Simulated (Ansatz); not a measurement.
Input file for Ansatz (a quantum-chemistry and plane-wave program): R-CCSD(T)/aug-cc-pVDZ on C3H8O (a complex), monomers drawn apart or pushed together.

Ansatz 0.2 input:
```yaml
crystal:
  periodic: [false, false, false]
  atoms:
    - {symbol: H, position_ang: [-0.34819692, -0.23171982, -0.37029810]}
    - {symbol: H, position_ang: [-0.25523136, -0.43205205, 0.34241316]}
    - {symbol: C, position_ang: [0.64134222, -0.16128544, 6.15474849]}
    - {symbol: C, position_ang: [0.45174254, 0.13778901, 4.68444966]}
    - {symbol: C, position_ang: [0.51377407, 1.59354918, 4.28007613]}
    - {symbol: O, position_ang: [0.26037004, -0.74203237, 3.87690986]}
    - {symbol: H, position_ang: [1.63274863, 0.16797388, 6.47675513]}
    - {symbol: H, position_ang: [-0.08602409, 0.39362403, 6.75238743]}
    - {symbol: H, position_ang: [0.53339551, -1.22784478, 6.33644702]}
    - {symbol: H, position_ang: [0.41569935, 1.68966430, 3.20168769]}
    - {symbol: H, position_ang: [-0.28835419, 2.14983771, 4.77222217]}
    - {symbol: H, position_ang: [1.45556232, 2.03948412, 4.60912456]}
basis:
  gaussian:
    orbitals: aug-cc-pVDZ
magnetization: {spin_polarized: false}
correlation: {method: ccsd_t, electrons: outside_noble_gas}
scf: {lower_state_search: off}
```

The log:

```
WARN ansatz: RAYON_NUM_THREADS=2 ignored (pool sized by the plan → 2); use --threads N
Functional definition: HF
these checks for a lower state are left out or cut short: stability, starts, cluster_reference, orbital_swaps, neighbouring_geometries, increment
integrals: 0.55 GiB planned
1603 factors; integrals over basis functions are off by at most 9.3e-4 eV
mean field: 0.50 GiB planned
mean field evaluation 1: about -5250.8919 eV, gradient 4.0e1 eV
mean field evaluation 2: about -5250.8923 eV, gradient 4.0e1 eV
mean field evaluation 4: about -5254.9126 eV, gradient 5.4e0 eV
mean field evaluation 8: about -5255.0107 eV, gradient 4.5e-1 eV
mean field -5255.01240831 eV, -193.1181440299 hartree, gradient 2.5e-6 eV, S^2 0.000000; 0 other end points of the search recorded, 0 dependent functions left out
4 core orbitals not correlated
reference -5255.01240831 eV, -193.1181440299 hartree; 13, 13 occupied and 147, 147 virtual orbitals, 1603 factors
second order -17.78933018 eV of doubles, -0.00000000 eV of singles
coupled cluster: 1.66 GiB planned
cycle   1  -18.41741565 eV  change   -6.3e-1 eV  update   1.1e-1
cycle   2  -18.93621183 eV  change   -5.2e-1 eV  update   3.3e-2
cycle   3  -19.08676850 eV  change   -1.5e-1 eV  update   1.8e-2
cycle   4  -19.08261071 eV  change    4.2e-3 eV  update   4.4e-3
cycle   5  -19.08194537 eV  change    6.7e-4 eV  update   2.0e-3
cycle   6  -19.08243044 eV  change   -4.9e-4 eV  update   6.8e-4
cycle   7  -19.08222783 eV  change    2.0e-4 eV  update   2.6e-4
cycle   8  -19.08216456 eV  change    6.3e-5 eV  update   9.0e-5
cycle   9  -19.08218988 eV  change   -2.5e-5 eV  update   3.4e-5
cycle  10  -19.08220410 eV  change   -1.4e-5 eV  update   1.1e-5
perturbative correction -0.63616100 eV, -0.0233784855 hartree
Total energy: -5274.73077341 eV, -193.8427805818 hartree
Checks for a lower state left out: stability, starts, cluster_reference, orbital_swaps, neighbouring_geometries, increment
```

Self-consistency was reached.

Cost: around 70 core-seconds (rough).
